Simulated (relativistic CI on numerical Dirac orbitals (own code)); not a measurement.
## Lu XXXVII: computed level list

Computed by Dirac-Coulomb-Breit CI, orbitals from a KLI potential per configuration, model QED, unscaled Slater integrals (own radial code, finite nucleus).

Configurations in the expansion (outside the closed core [Ar] 3d10): 4s2 4p5, 4s 4p6, 4s2 4p4 4d, 4s 4p5 4d, 4s2 4p4 4f, 4s 4p5 4f, 4p6 4d, 4s 4p4 4d2, 4s2 4p3 4d 4f, 4p6 4f, 4p5 4d 4f, 4s2 4p4 5s, 4s 4p4 4f2, 4p6 5s, 4s2 4p4 5p, 4s 4p4 4d 5s, 4s2 4p3 4f 5s, 4s 4p5 5s, 4s2 4p4 5d, 4s 4p5 5p, 4s2 4p4 5f, 4s2 4p4 5g, 4s 4p5 5d, 4p5 4f 5s, 4s2 4p4 6s, 4s 4p5 5f, 4s2 4p4 6p, 4s2 4p3 4d2, 4s2 4p2 4d3, 4s 4p3 4d3, 4s2 4p2 4d2 4f, 4s 4p3 4d2 4f, 4s2 4p2 4d2 5s, 4p5 4d2, 4p4 4d3, 4p4 4d2 4f, 4p4 4d2 5s, 4p5 4d 5s, 4p4 4d 4f 5s, 4p4 4d 5s2, 4s2 4p3 5s2, 4s2 4p2 4d 5s2, 4s 4p3 4d 5s2, 4s2 4p2 4f 5s2, 4s 4p3 4f 5s2. Double excitations out of closed p, d and f shells are left out; levels of such configurations are missing from the list, as are those of other unlisted configurations, and high levels can miss mixing partners. These lack a partner that the ground configuration has and come out too high: 4s2 4p4 5p, 4s 4p5 5s, 4s2 4p4 5d, 4s 4p5 5p, 4s2 4p4 5f.

The lowest level is 4s2 4p5 2P°_3/2, with 99 % of that term; Hund's rules for 4s2 4p5 give 2P° with J = 3/2, in agreement.

| No. | Configuration | Term | J | E (cm⁻¹) | % | Landé g | jj configuration (%) |
| --- | --- | --- | --- | --- | --- | --- | --- |
| 1 | 4s2 4p5 | 2P° | 3/2 | 0 | 99 | 1.330 | 4p3/2^3 (99) |
| 2 | 4s2 4p5 | 2P° | 1/2 | 595803 | 98 | 0.660 | 4p1/2 4p3/2^4 (98) |
| 3 | 4p4(3P) 4d | 4D | 3/2 | 1120921 | 38 | 1.177 | 4p3/2^2 4d3/2 (98) |
| 4 | 4p4(3P) 4d | 4P | 1/2 | 1133174 | 44 | 1.708 | 4p3/2^2 4d3/2 (91) |
| 5 | 4p4(3P) 4d | 4D | 5/2 | 1136814 | 45 | 1.225 | 4p3/2^2 4d3/2 (91) |
| 6 | 4p4(3P) 4d | 4F | 7/2 | 1158700 | 33 | 1.137 | 4p3/2^2 4d3/2 (96) |
| 7 | 4p4(1S) 4d | 2D | 3/2 | 1219714 | 60 | 0.870 | 4p3/2^2 4d3/2 (93) |
| 8 | 4p4(3P) 4d | 2P | 1/2 | 1237089 | 44 | 1.277 | 4p3/2^2 4d5/2 (72) |
| 9 | 4p4(3P) 4d | 2F | 7/2 | 1252976 | 47 | 1.243 | 4p3/2^2 4d5/2 (95) |
| 10 | 4p4(3P) 4d | 4F | 9/2 | 1262989 | 69 | 1.263 | 4p3/2^2 4d5/2 (99) |
| 11 | 4p4(1S) 4d | 2D | 5/2 | 1360456 | 52 | 1.220 | 4p3/2^2 4d5/2 (98) |
| 12 | 4p4(1D) 4d | 2D | 3/2 | 1392363 | 36 | 1.156 | 4p3/2^2 4d5/2 (88) |
| 13 | 4p4(3P) 4d | 2D | 5/2 | 1414154 | 38 | 1.135 | 4p3/2^2 4d5/2 (82) |
| 14 | 4s 4p6 | 2S | 1/2 | 1435382 | 54 | 1.962 | 4s (54) |
| 15 | 4p4(3P) 4d | 4D | 1/2 | 1675769 | 78 | 0.210 | 4p1/2 4p3/2^3 4d3/2 (96) |
| 16 | 4p4(3P) 4d | 4D | 3/2 | 1712421 | 34 | 0.985 | 4p1/2 4p3/2^3 4d3/2 (93) |
| 17 | 4p4(3P) 4d | 4F | 5/2 | 1747255 | 43 | 0.993 | 4p1/2 4p3/2^3 4d3/2 (97) |
| 18 | 4p4(1D) 4d | 2G | 7/2 | 1754879 | 59 | 1.004 | 4p1/2 4p3/2^3 4d3/2 (98) |
| 19 | 4p4(3P) 4d | 4D | 7/2 | 1827252 | 41 | 1.294 | 4p1/2 4p3/2^3 4d5/2 (98) |
| 20 | 4p4(1D) 4d | 2P | 3/2 | 1854954 | 50 | 1.372 | 4p1/2 4p3/2^3 4d5/2 (95) |
| 21 | 4p4(3P) 4d | 2F | 5/2 | 1873366 | 47 | 1.137 | 4p1/2 4p3/2^3 4d5/2 (97) |
| 22 | 4p4(1D) 4d | 2G | 9/2 | 1876051 | 69 | 1.174 | 4p1/2 4p3/2^3 4d5/2 (98) |
| 23 | 4p4(1D) 4d | 2D | 5/2 | 1891257 | 60 | 1.291 | 4p1/2 4p3/2^3 4d5/2 (57) |
| 24 | 4p4(1D) 4d | 2S | 1/2 | 1893180 | 44 | 1.821 | 4p1/2 4p3/2^3 4d3/2 (81) |
| 25 | 4p4(3P) 4d | 2P | 3/2 | 1894258 | 57 | 1.154 | 4p1/2 4p3/2^3 4d3/2 (82) |
| 26 | 4p4(3P) 4d | 2D | 5/2 | 1905174 | 54 | 1.099 | 4p1/2 4p3/2^3 4d3/2 (54) |
| 27 | 4p4(1D) 4d | 2F | 7/2 | 1930197 | 77 | 1.144 | 4p1/2 4p3/2^3 4d5/2 (98) |
| 28 | 4p4(3P) 4d | 2D | 3/2 | 2036646 | 68 | 0.825 | 4p1/2 4p3/2^3 4d5/2 (78) |
| 29 | 4p4(3P) 4d | 2P | 1/2 | 2087937 | 73 | 1.000 | 4p1/2 4p3/2^3 4d5/2 (88) |
| 30 | 4p3(2P°) 4d2(3F) | 4F° | 3/2 | 2294478 | 27 | 0.912 | 4p3/2 4d3/2^2 (93) |
| 31 | 4p3(2P°) 4d2(3F) | 4D° | 1/2 | 2304825 | 42 | 0.135 | 4p3/2 4d3/2^2 (88) |
| 32 | 4p3(2P°) 4d2(3F) | 4F° | 5/2 | 2310355 | 24 | 1.016 | 4p3/2 4d3/2^2 (87) |
| 33 | 4s2 4p3 4d2 | 2G° | 7/2 | 2328586 | 18 | 1.097 | 4p3/2 4d3/2^2 (88) |
| 34 | 4p3(2P°) 4d2(3P) | 4P° | 3/2 | 2376214 | 21 | 1.567 | 4p3/2 4d3/2^2 (72) |
| 35 | 4s 4p5 4d | 4P° | 1/2 | 2383242 | 57 | 2.360 | 4s 4p3/2^3 4d3/2 (61) |
| 36 | 4s 4p5 4d | 4P° | 3/2 | 2402382 | 23 | 1.211 | 4p3/2 4d3/2 4d5/2 (51) |
| 37 | 4s2 4p3 4d2 | 2F° | 7/2 | 2415847 | 25 | 1.141 | 4p3/2 4d3/2 4d5/2 (63) |
| 38 | 4s 4p5 4d | 4D° | 5/2 | 2416276 | 19 | 1.179 | 4p3/2 4d3/2 4d5/2 (49) |
| 39 | 4p3(2P°) 4d2(3F) | 4G° | 9/2 | 2425946 | 29 | 1.220 | 4p3/2 4d3/2 4d5/2 (92) |
| 40 | 4p3(2P°) 4d2(3P) | 4D° | 7/2 | 2453235 | 25 | 1.303 | 4p3/2 4d3/2 4d5/2 (76) |
| 41 | 4p3(4S°) 4d2(3P) | 6P° | 5/2 | 2463684 | 26 | 1.481 | 4p3/2 4d3/2 4d5/2 (92) |
| 42 | 4p4(1S) 4d | 2D | 3/2 | 2471915 | 60 | 0.829 | 4p3/2^4 4d3/2 (90) |
| 43 | 4p3(2P°) 4d2(3F) | 4G° | 11/2 | 2475748 | 41 | 1.218 | 4p3/2 4d3/2 4d5/2 (82) |
| 44 | 4p4(1S) 4d | 2D | 5/2 | 2503640 | 43 | 1.186 | 4p3/2^4 4d5/2 (97) |
| 45 | 4p3(2P°) 4d2(3F) | 2F° | 5/2 | 2511006 | 13 | 1.062 | 4p3/2 4d3/2 4d5/2 (46) |

Energies count from the lowest computed level; ° marks odd parity. Percentages are summed over parent terms; the parents shown are those of the largest component, closed shells are left out there. Filled j subshells are mostly left out of the jj labels.

The mean weight of the leading LS term, summed over parents, in these 45 levels is 47 %, and that of the leading jj configuration (from the same eigenvectors) 84 %, so jj coupling describes them better and the LS labels are nominal.

At this charge energies of transitions that change n are usually good to better than 1 %, and those within a shell (Δn = 0) to a few per cent.

LS names give the leading component of a level, which can be under half, so a name can repeat, a term be missing and a line seem to break the LS rules.
